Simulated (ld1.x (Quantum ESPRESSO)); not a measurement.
**fluorine: one change to a TM potential, before and after**

F, norm-conserving Troullier–Martins (Kleinman–Bylander form), made with ld1.x (Quantum ESPRESSO) 7.5 (BLYP, scalar-relativistic). Core [He], reference 2s2 2p5. Waves: 2p (bound): rc 1.05 bohr; 2s (bound): rc 0.60 bohr. Local part: the s channel. Core correction: none.

Change: all radii scaled by about 0.74 (s 0.44, p 0.78 bohr).

Cutoffs: the cutoffs (Ry, on a coarse ladder) from which the occupation-weighted sum of valence levels, in a spherical-Bessel basis at the reference potential, stays within 10 and 1 mRy of its value at 400 Ry; they do not see the model core or the augmentation charge, which bear on the density cutoff. Errors are all-electron minus pseudo energies relative to the spin-unpolarised reference configuration.

Q: What does the change do?

A: Of the 7 tests that both files solve, the error grows in 4 and shrinks in 0 by more than 15 % and 0.3 meV (median size 19.2 → 62.5 meV); neither file shows a bound ghost. That the errors move this way runs against the usual rule that smaller radii transfer better.

```csv
quantity,base,changed
"cutoffs, loose and tight","180 Ry, 260 Ry",not determined
bound ghosts,none,none
"error for 2s2 2p4, meV [ΔE 19.40 eV]",+1.9,+6.7
"error for 2s2 2p3, meV [ΔE 57.81 eV]",+42,+62
"error for 2s2 2p2, meV [ΔE 118.51 eV]",+228,+268
"error for 2s1 2p6, meV [ΔE 18.68 eV]",+19,+134
"error for 2s2 2p5.3, meV [ΔE -2.67 eV]",+0.3,+0.6
"error for 2s2 2p4.5, meV [ΔE 7.55 eV]",-0.4,+0.7
"error for 2s2 2p1, meV [ΔE 204.42 eV]",+795,+849
```
